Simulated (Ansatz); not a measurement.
Wavefunction ladder for C$_{2}$H$_{10}$N$_{2}$Si (`CN[SiH](C)N`)

```
atom    x (Å)    y (Å)    z (Å)
  C1   1.4616  -1.4186  -0.2857
  N2   1.1528  -0.0631  -0.6806
 Si3  -0.1665   0.8597  -0.0973
  C4  -1.8741   0.1761  -0.4303
  N5  -0.0353   0.9385   1.6135
  H6   1.0579  -2.1750  -0.9717
  H7   2.5422  -1.5773  -0.2095
  H8   1.0396  -1.6098   0.7034
  H9   1.5904   0.2305  -1.5381
 H10  -0.0175   2.1553  -0.8286
 H11  -2.0484   0.0925  -1.5058
 H12  -1.9945  -0.8173   0.0104
 H13  -2.6526   0.8248  -0.0181
 H14  -0.8500   1.0800   2.1868
 H15   0.7943   1.3037   2.0515
```

Total charge 0; spin multiplicity 1. All single points use the PBE0-D4/def2-TZVP geometry. It is one conformer, not always the lowest. Frozen core, restricted reference, the Gaussian-basis code of Ansatz. CBS rows extrapolate triple and quadruple zeta; past MP2 they add the triple-zeta difference.

```
     basis     HF (Eh)  MP2 corr.  CCSD corr.       (T)  CCSD(T) total
def2-TZVPP  -479.54920   -0.91009    -0.96262  -0.03612     -480.54794
def2-QZVPP  -479.56829   -0.97279           –         –              –
 CBS(def2)  -479.57092   -1.01923    -1.07175     as TZ     -480.67879
```
